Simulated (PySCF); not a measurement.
As2BH5O. Atoms are numbered in the order given.

```xyz
9

B      0.6537    -0.2752     0.0708
As    -0.9324    -1.0490     1.1431
H     -0.5298    -2.5176     0.9630
H     -1.8751    -1.0592    -0.0563
As     0.3575     1.3046    -1.2113
H      1.5069     2.1460    -0.6605
H     -0.6977     1.9821    -0.3395
O      1.9114    -0.7573     0.1609
H      2.0084    -1.5520     0.7033
```

Coordinates come from a B3LYP-D3(BJ)/def2-SVP optimisation. The structure was generated by enumeration, and PubChem lists no compound with its InChIKey, so it may never have been made. The values are those of a single conformer.

Calculation: B3LYP-D3(BJ)/def2-SVP (PySCF).

Frequencies are harmonic and unscaled.

Q: Give all harmonic wavenumbers and intensities. (Estimate from the structure and the level; the computed values follow.)

A: 
```tsv
mode	ν (cm⁻¹)	IR (km/mol)	moving atoms (share of kinetic energy)
1	114	0.4	H 65 %, As 26 %
2	117	0.8	As 51 %, H 36 %
3	135	0.4	H 96 %
4	247	5.6	O 65 %, As 22 %, H 12 %
5	325	4.2	B 48 %, H 33 %, O 13 %
6	330	4.0	O 31 %, As 30 %, B 25 %, H 14 %
7	539	42.6	H 95 %
8	579	19.2	H 71 %, B 23 %
9	630	67.6	H 92 %
10	693	11.5	H 74 %, B 17 %
11	699	29.5	H 78 %, B 15 %
12	766	71.6	B 51 %, H 46 %
13	990	10.9	H 98 %
14	995	49.5	H 98 %
15	1091	232.2	H 68 %, B 19 %, O 13 %
16	1350	172.2	B 65 %, O 31 %
17	2153	112.2	H 99 %
18	2183	79.8	H 99 %
19	2196	48.1	H 99 %
20	2201	117.0	H 99 %
21	3809	61.5	H 94 %
```
